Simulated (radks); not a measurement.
The numbers below are computed, except where a source is named.
Species: Dy51+. Configuration: [Ne] 3s2 3p3 (the NIST ground configuration). Code: a radial shooting solver on a logarithmic mesh with Libxc functionals. Model: Dirac Kohn-Sham, Slater X-alpha with alpha = 1.008, spin-unpolarised, spherical densities, point nucleus; open shells fill j = l - 1/2 first.

Unscreened Slater integrals over Kohn-Sham orbitals (cm^-1). Large and small components are both included.

integral           value
F0(3p3/2,3p3/2)   936410
F2(3p3/2,3p3/2)   466970
F0(3p3/2,3p1/2)   959320
G2(3p3/2,3p1/2)   469010
F0(3p3/2,3s1/2)   929490
G1(3p3/2,3s1/2)   598920
F0(3p3/2,2p3/2)  1237000
F2(3p3/2,2p3/2)   325840
G0(3p3/2,2p3/2)   130160
G2(3p3/2,2p3/2)   143660
F0(3p1/2,3p1/2)   984880
F0(3p1/2,3s1/2)   951510
G1(3p1/2,3s1/2)   593330
F0(3p1/2,2p3/2)  1290000
G2(3p1/2,2p3/2)   141890
F0(3s1/2,3s1/2)   925010
F0(3s1/2,2p3/2)  1208600
G1(3s1/2,2p3/2)   124850
F0(2p3/2,2p3/2)  2503300
F2(2p3/2,2p3/2)  1194100
